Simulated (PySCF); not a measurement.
H7OSi2 (SMILES [SiH3][OH+][SiH3]), charge +1, singlet, at a GFN2-xTB geometry; CASSCF(2,4)/6-31G* (PySCF).

Input for PySCF:
```python
from pyscf import gto, scf, mcscf
import numpy

mol = gto.M(
    atom='''
Si    1.57288575   -0.32579569    0.43265279
O     0.04521968   -0.20025416   -0.51935978
Si   -1.59661289    0.44593327   -0.13984867
H     2.51489982   -0.40795502   -0.67323607
H     1.51034454    0.92656287    1.16395535
H     1.34242473   -1.54162888    1.19660031
H     0.08148558   -0.67474299   -1.35911441
H    -2.19321398   -0.67183102    0.57399229
H    -2.05764275    0.68474124   -1.49910401
H    -1.22787558    1.60496091    0.65252729
''',
    basis='6-31g*',
    charge=1,
    verbose=4,
)

mf = scf.RHF(mol)
mf.kernel()
mc = mcscf.CASSCF(mf, 4, 2)
mc.fix_spin_(ss=0.0)
mc.kernel()
occ = numpy.linalg.eigvalsh(mc.fcisolver.make_rdm1(mc.ci, mc.ncas, mc.nelecas))[::-1]
ss = mc.fcisolver.spin_square(mc.ci, mc.ncas, mc.nelecas)[0]
print('natural occupations', occ.round(4), ' <S^2>', round(ss, 4))
```

It wrote (shortened):

```
PySCF version 2.14.0

[INPUT] verbose = 4
[INPUT] num. atoms = 10
[INPUT] num. electrons = 42
[INPUT] charge = 1
[INPUT] spin (= nelec alpha-beta = 2S) = 0
[INPUT] symmetry False subgroup None
[INPUT] Mole.unit = angstrom
[INPUT] Symbol           X                Y                Z      unit          X                Y                Z       unit  Magmom
[INPUT]  1 Si     1.572885750000  -0.325795690000   0.432652790000 AA    2.972323292731  -0.615664626664   0.817595280129 Bohr   0.0
[INPUT]  2 O      0.045219680000  -0.200254160000  -0.519359780000 AA    0.085452810640  -0.378425517705  -0.981447744314 Bohr   0.0
[INPUT]  3 Si    -1.596612890000   0.445933270000  -0.139848670000 AA   -3.017161089050   0.842691750132  -0.264275685185 Bohr   0.0
[INPUT]  4 H      2.514899820000  -0.407955020000  -0.673236070000 AA    4.752471890518  -0.770923258941  -1.272231789479 Bohr   0.0
[INPUT]  5 H      1.510344540000   0.926562870000   1.163955350000 AA    2.854137534332   1.750950061491   2.199556832722 Bohr   0.0
[INPUT]  6 H      1.342424730000  -1.541628880000   1.196600310000 AA    2.536815082543  -2.913256368920   2.261246866470 Bohr   0.0
[INPUT]  7 H      0.081485580000  -0.674742990000  -1.359114410000 AA    0.153985429301  -1.275079455570  -2.568354006850 Bohr   0.0
[INPUT]  8 H     -2.193213980000  -0.671831020000   0.573992290000 AA   -4.144573754767  -1.269576629787   1.084688225712 Bohr   0.0
[INPUT]  9 H     -2.057642750000   0.684741240000  -1.499104010000 AA   -3.888381259697   1.293973409795  -2.832896011137 Bohr   0.0
[INPUT] 10 H     -1.227875580000   1.604960910000   0.652527290000 AA   -2.320348561241   3.032936560533   1.233097866905 Bohr   0.0

nuclear repulsion = 163.673385393586
number of shells = 36
number of NR pGTOs = 157
number of NR cGTOs = 64
basis = 6-31g*
ecp = {}

******** <class 'pyscf.scf.hf.RHF'> ********
method = RHF
initial guess = minao
damping factor = 0
level_shift factor = 0
DIIS = <class 'pyscf.scf.diis.CDIIS'>
diis_start_cycle = 1
diis_space = 8
diis_damp = 0
SCF conv_tol = 1e-09
SCF conv_tol_grad = None
SCF max_cycles = 50
direct_scf = True
direct_scf_tol = 1e-13
Set gradient conv threshold to 3.16228e-05
Initial guess from minao.
init E= -656.583440876774
  HOMO = -0.378248828020497  LUMO = -0.00242878138781233  gap/eV = 10.22658
cycle= 1 E= -656.489459461292  delta_E= 0.094  |g|= 0.402  |ddm|= 2.36
  HOMO = -0.689485380991286  LUMO = -0.121240409026857  gap/eV = 15.46273
cycle= 2 E= -656.550591654985  delta_E= -0.0611  |g|= 0.121  |ddm|= 0.583
  HOMO = -0.676929881352937  LUMO = -0.101247983995243  gap/eV = 15.66510
cycle= 3 E= -656.554486345455  delta_E= -0.00389  |g|= 0.0584  |ddm|= 0.133
  HOMO = -0.669984529378631  LUMO = -0.0935822372079667  gap/eV = 15.68471
cycle= 4 E= -656.555280999065  delta_E= -0.000795  |g|= 0.00732  |ddm|= 0.0546
  HOMO = -0.671898801492432  LUMO = -0.094944718200888  gap/eV = 15.69972
cycle= 5 E= -656.555305033624  delta_E= -2.4e-05  |g|= 0.0012  |ddm|= 0.014
  HOMO = -0.671969660882382  LUMO = -0.0949941070735139  gap/eV = 15.70030
cycle= 6 E= -656.55530594282  delta_E= -9.09e-07  |g|= 0.000272  |ddm|= 0.00282
  HOMO = -0.671980771846136  LUMO = -0.0949956088826203  gap/eV = 15.70057
cycle= 7 E= -656.555305986945  delta_E= -4.41e-08  |g|= 5.96e-05  |ddm|= 0.000532
  HOMO = -0.671970214039065  LUMO = -0.0949876548622366  gap/eV = 15.70050
cycle= 8 E= -656.555305988987  delta_E= -2.04e-09  |g|= 9e-06  |ddm|= 0.000113
  HOMO = -0.671970072467268  LUMO = -0.0949878402759694  gap/eV = 15.70049
cycle= 9 E= -656.555305989032  delta_E= -4.54e-11  |g|= 1.32e-06  |ddm|= 1.9e-05
  HOMO = -0.671969983283468  LUMO = -0.0949877147055673  gap/eV = 15.70049
Extra cycle  E= -656.555305989035  delta_E= -2.27e-12  |g|= 4.68e-07  |ddm|= 2.33e-06
converged SCF energy = -656.555305989035

******** <class 'pyscf.mcscf.mc1step.CASSCF'> ********
CAS (1e+1e, 4o), ncore = 20, nvir = 40
max_cycle_macro = 50
max_cycle_micro = 4
conv_tol = 1e-07
conv_tol_grad = None
orbital rotation max_stepsize = 0.02
orbital rotation threshold for CI restart = 0.01
augmented hessian ah_max_cycle = 30
augmented hessian ah_conv_tol = 1e-12
augmented hessian ah_linear dependence = 1e-14
augmented hessian ah_level shift = 1e-08
augmented hessian ah_start_tol = 2.5
augmented hessian ah_start_cycle = 3
augmented hessian ah_grad_trust_region = 3
kf_trust_region = 3
kf_interval = 4
ci_response_space = 4
ci_grad_trust_region = 3
with_dep4 0
natorb = False
canonicalization = True
sorting_mo_energy = False
ao2mo_level = 2
internal_rotation = False
******** <class 'pyscf.fci.addons.SpinPenaltyFCISolver'> ********
max. cycles = 50
conv_tol = 1e-08
davidson only = True
linear dependence = 1e-12
level shift = 0.001
max iter space = 12
nroots = 1
pspace_size = 400
spin = None
CASCI E = -656.555503357654  S^2 = 0.0000000
Set conv_tol_grad to 0.000316228
macro iter   1 ( 17 JK    4 micro), CASSCF E = -656.555733466747  dE = -2.30109093e-04  S^2 = 0.0000000
               |grad[o]|=0.000519  |grad[c]|=0.00604  |ddm|=0.0159  |maxRot[o]|=0.124
macro iter   2 ( 12 JK    3 micro), CASSCF E = -656.556301716091  dE = -5.68249344e-04  S^2 = 0.0000000
               |grad[o]|=0.00102  |grad[c]|=0.00317  |ddm|=0.0194  |maxRot[o]|=0.0873
macro iter   3 ( 21 JK    4 micro), CASSCF E = -656.562656172262  dE = -6.35445617e-03  S^2 = 0.0000000
               |grad[o]|=0.0029  |grad[c]|=0.00663  |ddm|=0.0356  |maxRot[o]|=0.219
macro iter   4 ( 21 JK    4 micro), CASSCF E = -656.569455739521  dE = -6.79956726e-03  S^2 = 0.0000000
               |grad[o]|=0.0106  |grad[c]|=0.00764  |ddm|=0.00972  |maxRot[o]|=0.161
macro iter   5 ( 21 JK    4 micro), CASSCF E = -656.571826865254  dE = -2.37112573e-03  S^2 = 0.0000000
               |grad[o]|=0.00644  |grad[c]|=0.00554  |ddm|=0.0122  |maxRot[o]|=0.229
macro iter   6 ( 21 JK    4 micro), CASSCF E = -656.572800292081  dE = -9.73426827e-04  S^2 = 0.0000000
               |grad[o]|=0.00483  |grad[c]|=0.00451  |ddm|=0.00223  |maxRot[o]|=0.183
macro iter   7 ( 21 JK    4 micro), CASSCF E = -656.574467786224  dE = -1.66749414e-03  S^2 = 0.0000000
               |grad[o]|=0.00184  |grad[c]|=0.00487  |ddm|=0.00486  |maxRot[o]|=0.259
macro iter   8 ( 20 JK    4 micro), CASSCF E = -656.574579572972  dE = -1.11786748e-04  S^2 = 0.0000000
               |grad[o]|=0.00228  |grad[c]|=0.000713  |ddm|=0.0012  |maxRot[o]|=0.0534
macro iter   9 ( 19 JK    4 micro), CASSCF E = -656.574589098155  dE = -9.52518269e-06  S^2 = 0.0000000
               |grad[o]|=0.000655  |grad[c]|=0.000589  |ddm|=0.000438  |maxRot[o]|=0.0513
macro iter  10 ( 21 JK    4 micro), CASSCF E = -656.574589353075  dE = -2.54919769e-07  S^2 = 0.0000000
               |grad[o]|=0.000215  |grad[c]|=0.000232  |ddm|=0.000244  |maxRot[o]|=0.000746
macro iter  11 ( 11 JK    2 micro), CASSCF E = -656.574589345762  dE =  7.31290584e-09  S^2 = 0.0000000
               |grad[o]|=0.000226  |grad[c]|=0.000237  |ddm|=9.73e-05  |maxRot[o]|=7.64e-05
1-step CASSCF converged in  11 macro (205 JK  41 micro) steps
CASSCF canonicalization
Density matrix diagonal elements [1.9763121  0.00434062 0.00748615 0.01186113]
CASSCF energy = -656.574589345762
CASCI E = -656.574589345762  E(CI) = -2.09011383812651  S^2 = 0.0000000
natural occupations [1.9763 0.0167 0.0044 0.0026]  <S^2> 0.0
```
